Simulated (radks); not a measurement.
The platinum ion Pt2+, configuration [Xe] 4f14 5d7 6s1 (not the ground configuration). All-electron calculation, scalar-relativistic Kohn-Sham, PBE, spin-polarised, spherical densities, finite nucleus; open shells are filled with parallel spins first (spin-orbit coupling, left out, can overturn this in heavy ions); Fermi nuclear charge, rms radius 5.427 fm. Program: a radial shooting solver on a logarithmic mesh with Libxc functionals.

Local quantities along the radius. ELF = 1/(1 + alpha^2) is the electron localisation function; alpha = (tau - tau_W)/tau_unif compares the Pauli kinetic energy density with that of the uniform gas (summed over spins); s = |grad rho|/(2 (3 pi^2)^(1/3) rho^(4/3)) is the reduced gradient. tau is taken from the large components.

r (bohr)	ELF	alpha	s
0.0006451	1.000	0.02140	1.143
0.0008673	1.000	0.02227	0.9651
0.001175	0.999	0.02385	0.8279
0.00158	0.999	0.02636	0.7303
0.002125	0.999	0.03036	0.6621
0.00288	0.999	0.03710	0.6181
0.003872	0.998	0.04827	0.5980
0.005205	0.995	0.06841	0.5992
0.007055	0.988	0.1094	0.6230
0.009485	0.963	0.1969	0.6668
0.01275	0.861	0.4025	0.7174
0.01728	0.569	0.8702	0.7144
0.02324	0.341	1.390	0.5465
0.03124	0.425	1.164	0.3205
0.04234	0.680	0.6861	0.2974
0.05692	0.727	0.6135	0.4127
0.07653	0.476	1.048	0.4760
0.1037	0.375	1.292	0.2663
0.1394	0.663	0.7130	0.2476
0.1875	0.648	0.7365	0.4548
0.2541	0.278	1.610	0.3745
0.3416	0.577	0.8555	0.1659
0.4593	0.702	0.6512	0.3840
0.6225	0.417	1.183	0.5839
0.8369	0.394	1.241	0.4414
1.125	0.633	0.7609	0.5114
1.525	0.521	0.9597	0.7655
2.05	0.358	1.339	1.074
2.756	0.275	1.625	1.757
3.736	0.140	2.475	3.798
5.022	0.026	6.177	11.07
6.753	0.001	33.46	48.33

On this mesh the ELF has minima near r = 0.023, 0.089, 0.25, 0.72 bohr, which separate the shells, and maxima near 0.049 (0.74), 0.16 (0.72), 0.40 (0.70), 1.1 (0.63).
